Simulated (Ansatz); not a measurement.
Spectroscopic constants of LiBe, multiplicity 2 (lowest of 2S+1 = 2, 4 at CCSD(T)/def2-TZVPP on PBE0 minima; our sources give no spin for the ground state, which may be another). The T1 diagnostic near the minimum is 0.076, so single-reference values are doubtful.

D_e counts from the fitted minimum to each atom's lowest state at the same level, without counterpoise.

Correlated levels freeze the inner cores; with def2 sets outer-core shells near the valence are correlated too.

Run with Ansatz (a quantum-chemistry and plane-wave program). Each number belongs to the level named beside it.

PBE/def2-TZVPP gives 54.2 kJ/mol for the bond energy D_e.

Predict the shift from PBE, with its sign, for: r2SCAN/def2-TZVPP, PBE0/def2-TZVPP, wB97M-V/def2-TZVPP, B2PLYP/def2-TZVPP, CCSD(T)/def2-QZVPP.

r2SCAN/def2-TZVPP 4.0; PBE0/def2-TZVPP -6.1; wB97M-V/def2-TZVPP -25.0; B2PLYP/def2-TZVPP -21.3; CCSD(T)/def2-QZVPP -27.6 kJ/mol. 1 of 5 lie above PBE; the widest gap is to CCSD(T)/def2-QZVPP.

Doubts at one or more of the structures used: T1 above 0.05 (CCSD(T)/def2-QZVPP); a spin-contaminated determinant (CCSD(T)/def2-QZVPP).
